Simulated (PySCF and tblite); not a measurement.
Results of a calculation; reference values are marked as such.
System: C₆H₁₁N, numbered as in [CH:1]1=[CH:2][CH2:3][CH2:4][NH:5][CH2:6][CH2:7]1.

Motion: pyramidal inversion at N5. GFN2-xTB gives an electronic barrier of 6.0 kcal/mol and a reaction energy of 1.6 kcal/mol.

PBE0/pcSseg-1 + D3(BJ) on GFN2-xTB geometries gives 3.6 kcal/mol and k(298 K) = 9.9×10¹⁰ s⁻¹.

What does PBE0/pcSseg-1 + D3(BJ), IEF-PCM tetrahydrofuran give on GFN2-xTB geometries?

A barrier of 4.8 kcal/mol, 1.2 above the first DFT barrier (from unrounded values), a reaction energy of 0.2 kcal/mol and, with GFN2-xTB thermal terms, ΔG‡(298 K) = 3.7 kcal/mol and k = 1.2×10¹⁰ s⁻¹ (1 equivalent path).

Programs: tblite and PySCF.
